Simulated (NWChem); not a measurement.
# CH$_{4}$Se$_{2}$; SMILES [SeH]C[SeH]

```xyz
7

Se     0.1003    -0.0482    -1.6736
C     -0.8896     0.0932     0.0000
Se     0.1003    -0.0482     1.6736
H      0.7950     1.2379    -1.5130
H     -1.5789    -0.7628     0.0000
H     -1.4941     1.0081     0.0000
H      0.7950     1.2379     1.5130
```
Atoms are numbered in this order, from 1.

Program: NWChem. Coordinates come from a PBE0/def2-SVP optimisation.

**Question.** Taking Hartree-Fock/pcseg-2 as the yardstick, which of these has the fewest basis functions while keeping “dipole (D)” within 0.1 D of it: Hartree-Fock/STO-3G; Hartree-Fock/def2-SVP; Hartree-Fock/aug-pcseg-1; Hartree-Fock/pcseg-1?

**Answer.** Hartree-Fock/def2-SVP.
```tsv
level	basis functions	dipole (D)
Hartree-Fock/STO-3G	45	1.86
Hartree-Fock/pcseg-1	88	1.41
Hartree-Fock/def2-SVP	98	1.32
Hartree-Fock/aug-pcseg-1	131	1.27
Hartree-Fock/pcseg-2	172	1.28
```

The yardstick is one finite set, not the basis-set limit.
